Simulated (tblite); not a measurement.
C6H11O2P.
Cartesian coordinates in Å at the GFN2-xTB level; atoms count from 1:
```
atom  x, y, z in Å
C1     3.1072    0.2675   -0.5029
O2     2.1440   -0.7616   -0.4401
C3     0.8900   -0.4154   -0.0931
C4     0.4082    0.7911    0.2179
P5    -1.3429    0.6888    0.6299
C6    -2.2846    1.1178   -0.8873
O7    -1.8188    1.4056    1.8188
C8    -1.3049   -1.1554    0.7175
C9    -0.0787   -1.5729   -0.0872
H10    4.0373   -0.2079   -0.8084
H11    3.2396    0.7418    0.4738
H12    2.8227    1.0280   -1.2361
H13    0.9673    1.7082    0.2631
H14   -3.3363    0.9089   -0.7007
H15   -1.9369    0.5620   -1.7522
H16   -2.1675    2.1857   -1.0614
H17   -2.2254   -1.6146    0.3583
H18   -1.1873   -1.4074    1.7737
H19    0.4109   -2.4566    0.3256
H20   -0.3491   -1.8030   -1.1210
```

Level: GFN2-xTB in tblite, geometry and Hessian alike; calculated harmonic values, unscaled, isolated species. The method is semi-empirical: single wavenumbers can be off by several per cent or more. One conformer, not necessarily the lowest.

Harmonic wavenumbers (cm⁻¹): 78.0, 93.4, 157.5, 166.3, 194.3, 197.7, 224.3, 270.2, 324.2, 367.0, 413.1, 453.5, 494.2, 555.0, 667.7, 721.5, 745.3, 775.0, 801.9, 846.7, 876.7, 894.7, 942.2, 1018.8, 1054.9, 1092.4, 1121.4, 1127.1, 1152.0, 1173.9, 1217.1, 1237.0, 1276.6, 1305.8, 1309.5, 1397.7, 1422.9, 1434.8, 1438.1, 1461.5, 1470.2, 1477.2, 1659.9, 2944.9, 2952.5, 2958.8, 2968.6, 2987.1, 2989.7, 3008.8, 3011.7, 3033.4, 3040.7, 3120.6.

A = 2623, B = 888.6, C = 811.6 MHz; mass 146.050 u (most abundant isotopes); point group C1, symmetry number 1.

Zero-point energy?

Half the sum of the wavenumbers: 35063 cm⁻¹ = 100.25 kcal/mol.

Give the ideal-gas entropy at 273.15 K and 1 bar in the rigid-rotor, harmonic-oscillator model (classical rotation).

Translation 40.44, rotation 29.26, vibration 25.61: S = 95.3 cal/(mol K).

And Cp and H(273.15 K) − H(0)?

Cp = 37.78 cal/(mol K), of which vibrations give 29.83 (their classical limit is 54 R = 107.3); H(273.15 K) − H(0) = 6.16 kcal/mol without the zero-point energy, 3.99 from vibrations.

How do the functions run with temperature in this model?

| T (K) | S (cal/(mol K)) | Cp (cal/(mol K)) | H − H(0) (kcal/mol) | G − H(0) (kcal/mol) | ln q(vib) |
| --- | --- | --- | --- | --- | --- |
| 50 | 57.8 | 11.9 | 0.46 | -2.43 | 0.21 |
| 100 | 68.3 | 18.9 | 1.23 | -5.60 | 1.11 |
| 298.15 | 98.7 | 40.5 | 7.14 | -22.30 | 6.22 |
| 373.15 | 108.7 | 48.5 | 10.47 | -30.08 | 8.25 |
| 500 | 124.6 | 60.1 | 17.39 | -44.89 | 11.69 |
| 750 | 152.3 | 76.3 | 34.60 | -79.59 | 18.29 |
| 1000 | 175.8 | 86.8 | 55.08 | -120.67 | 24.46 |

q(vib) and H(0) count from the zero-point level.

Blend soft modes into free rotors: weight 1/[1 + (100 cm⁻¹/ν̃)⁴] for the oscillator and the rest for a rotor with moment μB/(μ + B), μ = h/(8π²ν), B = 10⁻⁴⁴ kg m². What vibrational entropy results?

24.75 cal/(mol K) in place of 25.61, which changes −T·S at 273.15 K by +0.24 kcal/mol.

Which modes carry the vibrational entropy at 273.15 K?

78.0 cm⁻¹: 3.77; 93.4 cm⁻¹: 3.42; 157.5 cm⁻¹: 2.41; 166.3 cm⁻¹: 2.31; 194.3 cm⁻¹: 2.03; 197.7 cm⁻¹: 1.99 cal/(mol K); the other 48 give 9.68 together.

What must be added to the electronic energy to get the Gibbs energy at 273.15 K and 1 bar?

ZPE + [H(273.15 K) − H(0)] − T·S = 100.25 + 6.16 − 26.03 = 80.38 kcal/mol.

Hindered rotation and anharmonicity are outside this model. Other conformers, if any are populated, would add a mixing term that is left out. The structure is chiral; the term R ln 2 for an equal mix with its mirror image is left out.
